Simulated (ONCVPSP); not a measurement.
What one change does to a pseudopotential (Ca, ONCV)

- Element: Ca (Z = 20)
- Generator: ONCVPSP 4.0.1
- Type: optimised norm-conserving Vanderbilt (ONCV)
- Functional: PBEsol
- Relativity: scalar-relativistic
- Frozen core: [Ne]
- Valence charge: 10
- Reference configuration: 3s2 3p6 4s2
- Partial waves: 3s+4s: rc 2.00 bohr, ncon 4, nbas 7, qcut 6.7 1/bohr, 2 projectors; 3p: rc 2.00 bohr, ncon 4, nbas 9, qcut 5.6 1/bohr, 1 projector; d scattering state at 0.03 Ha: rc 1.55 bohr, ncon 4, nbas 9, qcut 5.6 1/bohr, 1 projector
- Local potential: polynomial inside 1.15 bohr (lpopt 5, dvloc0 0 Ha)
- Core correction: none

In the d channel the program set the typed energies aside and used 0.050 Ha.

All-electron outer shells of the reference configuration (PBEsol, scalar-relativistic, ld1.x):

| shell | level (eV) | outermost node (bohr) | outermost maximum (bohr) |
| --- | --- | --- | --- |
| 3s | -46.96 | 0.45 | 0.99 |
| 3p | -27.95 | 0.42 | 1.04 |
| 4s | -3.76 | 1.43 | 3.38 |

Change: s: qcut 8.5.

Cutoffs: the cutoffs (Ha) at which the residual kinetic energy of the hardest occupied pseudo-wave falls to 1 and 0.1 mHa per electron; they do not see the model core or the augmentation charge, which bear on the density cutoff. Errors are all-electron minus pseudo energies relative to the spin-unpolarised reference configuration.

Problem. What does the change do?

Solution. The potential gets harder (12 Ha and 16 Ha → 17 Ha and 22 Ha); of the 3 tests that both files solve, the error grows in 0 and shrinks in 1 by more than 15 % and 0.3 meV (median size 0.4 → 0.3 meV); neither file shows a bound ghost. The waves are optimised to have the least kinetic energy above qcut, so the cutoff follows it (qcut²/2 in Ha).

| quantity | base | changed |
| --- | --- | --- |
| cutoff, loose | 12 Ha | 17 Ha |
| cutoff, tight | 16 Ha | 22 Ha |
| loose cutoff by channel | s 12 Ha, p 12 Ha | s 17 Ha, p 12 Ha |
| bound ghosts | none | none |
| GHOST(+) flags under 300 eV | none | none |
| tests with a reliable result | 3 of 4 | 3 of 4 |
| error for 3s2 3p6 4s1, meV [ΔE 6.31 eV] | -0.4 | -0.3 |
| error for 3s2 3p6 4s0, meV [ΔE 17.99 eV] | -2.0 | -1.4 |
| error for 3s2 3p6 4s1.5, meV [ΔE 2.50 eV] | -0.1 | -0.1 |
| s: phases at 2.03 bohr within 0.05 rad from the reference energy up to (Ha; the scan ends near 5) | 4.8 | to the end of the scan |
| p: phases at 2.03 bohr within 0.05 rad from the reference energy up to (Ha; the scan ends near 5) | to the end of the scan | to the end of the scan |
| d: phases at 1.57 bohr within 0.05 rad from the reference energy up to (Ha; the scan ends near 5) | 1.9 | 1.9 |
